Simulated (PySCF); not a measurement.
Series: H3E-E'H3. Isolated molecules, 0 K electronic values unless said otherwise. Strings in code marks are SMILES.

The hole reorganisation energy (four-point) from two functionals at the same geometries (B3LYP-D3(BJ)/def2-TZVP), both in PySCF: PBE-D3(BJ)/def2-TZVP and B3LYP-D3(BJ)/def2-TZVP. B3LYP has the VWN-RPA correlation part, as in Gaussian. 

```tsv
species	PBE-D3(BJ)/def2-TZVP (eV)	B3LYP-D3(BJ)/def2-TZVP (eV)
`[GeH3][GeH3]`	1.899	2.038
`[GeH3][SnH3]`	1.828	1.956
`[SnH3][SnH3]`	1.768	1.886
```

Over these rows, drawn at random from the members with no instability flagged (it was tested for open shells, ions and some series alone), PBE minus B3LYP-D3(BJ): mean -0.129 eV, from -0.139 eV to -0.119 eV.
